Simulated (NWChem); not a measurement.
System: Ca

Results from NWChem.

For level KT2/def2-TZVP:

```yaml
highest occupied level (eV): -3.72
orbital gap (eV): 2.10
```

**Question.** What are these values for level Hartree-Fock/def2-TZVP?

**Answer.** The highest occupied level (eV) is -5.32 and the orbital gap (eV) is 5.97.
